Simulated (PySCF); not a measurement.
Species: C6H11O (doublet state).
Cartesian coordinates in Å at the GFN2-xTB level; atoms count from 1:
```
atom  x, y, z in Å
C1     2.3904   -0.5863   -0.2476
C2     1.4596    0.5412   -0.4445
C3     0.2361    0.7398    0.3753
C4    -1.0186    1.0195   -0.5088
C5    -2.0409   -0.0013   -0.0094
C6    -1.1337   -1.0850    0.5728
O7    -0.0795   -0.3828    1.1881
H8     2.0344   -1.2280    0.5546
H9     3.3953   -0.2299    0.0008
H10    2.4936   -1.1824   -1.1606
H11    1.7074    1.3193   -1.1467
H12    0.3894    1.5815    1.0757
H13   -0.7740    0.8396   -1.5560
H14   -1.3662    2.0445   -0.4030
H15   -2.6540    0.4283    0.7832
H16   -2.6881   -0.3780   -0.7982
H17   -1.6114   -1.7014    1.3354
H18   -0.7488   -1.7323   -0.2296
```

The hyperfine couplings belong to this conformer and change with its torsions.

As a line formula: `C[CH][C@H]1CCCO1` [radical].

Computed, not measured: UKS B3LYP, pcH-1 on C H O, non-relativistic, mean-field spin-orbit, GIAO (PySCF 2.14.0). The structure is a single GFN2-xTB conformer in the gas phase; no vibrational or solvent corrections. The geometry wasn't refined by DFT: couplings that depend on bond lengths, twists or pyramidal angles can differ widely from those at the functional's own minimum. Stability of the SCF solution: not tested.

Task: Give the principal g shifts and their parts.

Result: 
| Δg (ppm) | 1 | 2 | 3 |
| --- | --- | --- | --- |
| relativistic mass correction | -141 | -141 | -141 |
| gauge correction | 1 | 29 | 33 |
| orbital Zeeman/spin–orbit | -68 | 487 | 633 |
| total | -208 | 375 | 525 |

So g = 2.00211, 2.00269, 2.00284 and g_iso = 2.00255; the tensor is rhombic: the two nearest values differ by 20 % of g3 − g1. Axes: g2 points within 12° of the C1–C2 bond.

Task: At 9.605 GHz, how far is the centre of the isotropic spectrum from where a free electron (g = 2.002319) resonates?

Result: B = hν/(g μB) with μB/h = 13.99624 MHz/mT gives 342.73 mT for the free electron and 342.69 mT at g_iso, 0.04 mT lower.

Task: What are the electron Larmor frequencies g μB B/h along the three axes at 340 mT?

Result: 9.5275, 9.5303, 9.5310 GHz for g1, g2 and g3, a range of 3.5 MHz.

Task: In a frozen sample, at which fields do the three g values resonate at 9.5, 34, 94 and 263 GHz (hyperfine left aside), and which band first spreads them over more than twice a line width of 0.5 mT?

Result: 
| band | GHz | B(g3) mT | B(g2) mT | B(g1) mT | spread mT |
| --- | --- | --- | --- | --- | --- |
| X | 9.5 | 338.89 | 338.92 | 339.02 | 0.12 |
| Q | 34.0 | 1212.89 | 1212.98 | 1213.33 | 0.44 |
| W | 94.0 | 3353.28 | 3353.53 | 3354.50 | 1.23 |
| J | 263.0 | 9382.04 | 9382.74 | 9385.47 | 3.43 |

The spread grows in proportion to the frequency. W band is the first where it exceeds 1.0 mT.

The largest Mulliken spin populations are on C2 (+1.02), C1 (-0.09) and C3 (-0.08). C2 is the only atom above +0.15. The angles at C2 add up to 359.7°, so it is planar; its axial dipolar tensor and the negative coupling of its proton fit spin in a p orbital normal to that plane.

The HOMO–LUMO gaps are 6.04 eV among the α and 5.87 eV among the β orbitals.
